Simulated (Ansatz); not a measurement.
Start from `C=C[CH2][InH][Cl]` and change one atom or group to get `C=CCO`.

Ansatz, PBE0-D4/def2-TZVP geometries, multiplicity 1. Each molecule was computed in one conformer, which needn't be the lowest.

Elements past krypton have def2 core potentials.

```csv
property,`C=C[CH2][InH][Cl]`
HOMO energy (B3LYP/def2-TZVPP) / eV,-6.72
LUMO energy (PBE0/def2-TZVPP) / eV,-1.65
size of the dipole moment (PBE/def2-TZVPP) / D,3.00
HOMO energy (PBE/def2-TZVPP) / eV,-5.91
LUMO energy (PBE/def2-TZVPP) / eV,-2.37
LUMO energy (ωB97M-V/def2-TZVPP) / eV,-0.13
```

**Question.** Give the same properties after the change, and the shifts. (Best estimate.)

**Answer.** Computed: 
```tsv
property	`C=CCO`	shift
HOMO energy (B3LYP/def2-TZVPP) / eV	-7.47	-0.75
LUMO energy (PBE0/def2-TZVPP) / eV	-0.08	1.57
size of the dipole moment (PBE/def2-TZVPP) / D	1.39	-1.61
HOMO energy (PBE/def2-TZVPP) / eV	-6.25	-0.34
LUMO energy (PBE/def2-TZVPP) / eV	-1.12	1.25
LUMO energy (ωB97M-V/def2-TZVPP) / eV	2.00	2.13
```

With PBE0 the HOMO falls by 0.78 eV and the LUMO rises by 1.57 eV, so the gap widens by about 2.35 eV. PBE moves the HOMO by -0.34 eV and ωB97M-V by -1.03 eV. The zero-point energy changes by 22.8 kJ/mol with -3 modes. Dipoles are sizes alone; their direction can turn.

B3LYP here is the variant with VWN-RPA as its local correlation; programs differ in this.
